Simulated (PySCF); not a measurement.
O+: excitation energy

O+ [He] 2s2 2p3 (4S) → O+ [He] 2s2 2p2 3s1 (4P), as a difference of total energies. Calculation: PySCF 2.14, in dyall-acv3z (15s9p4d2f, 76 functions); the non-relativistic Hamiltonian (point nucleus). Correlated levels: valence and next inner shell: nothing frozen; virtual orbitals above 40 to 60 times the deepest correlated orbital energy dropped. The calculations carry no spin-orbit coupling.

| method | excitation energy (eV) |
| --- | --- |
| UHF | 22.754 |
| MP2 (valence and next inner shell) | 23.152 |
| SCS-MP2 (valence and next inner shell) | 22.932 |
| CCSD (valence and next inner shell) | 22.959 |
| CCSD(T) (valence and next inner shell) | 22.940 |

Problem. How much does correlation contribute at CCSD(T) (valence and next inner shell)?

Solution. 22.940 − (22.754) = 0.186 eV, measured against UHF.

Errors of the correlated levels include the incompleteness of this basis.

For comparison: 22.987 eV (measured; NIST levels, between the centres of gravity of the two terms).
